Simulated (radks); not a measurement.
Q: All-electron atom: neutral silver in [Kr] 4d10 5s1. Method: scalar-relativistic Kohn-Sham, PBE, spin-unpolarised, spherical densities, point nucleus; hard spherical wall at 12 bohr; computed with a radial shooting solver on a logarithmic mesh with Libxc functionals. Some entries of the table are withheld. Estimate them.

| orbital | occ. | eigenvalue (Ry) | <r> (bohr) | r(max) (bohr) |
|---|---|---|---|---|
| 1s | 2 | -1861.753 | 0.03111 | 0.02016 |
| 2s | 2 | -274.1150 | 0.1349 | (1) |
| 2p | 6 | -245.8684 | 0.1177 | 0.09114 |
| 3s | 2 | -50.25202 | 0.3685 | 0.3326 |
| 3p | 6 | -40.97471 | 0.3676 | 0.3258 |
| 3d | 10 | -26.34732 | 0.3458 | 0.2739 |
| 4s | 2 | -6.98589 | 0.9120 | (2) |
| 4p | 6 | -4.30433 | 1.001 | 0.8768 |
| 4d | 10 | -0.54680 | 1.418 | 1.037 |
| 5s | 1 | -0.32349 | 3.161 | 2.501 |
| 5p | 0 | -0.04861 | 4.801 | 3.796 |
| 6s | 0 | 0.07180 | 7.057 | (3) |
| 4f | 0 | 0.26762 | (4) | 8.087 |

A: 
(1) 2s r(max) (bohr): 0.1140
(2) 4s r(max) (bohr): 0.8225
(3) 6s r(max) (bohr): 7.429
(4) 4f <r> (bohr): 7.821
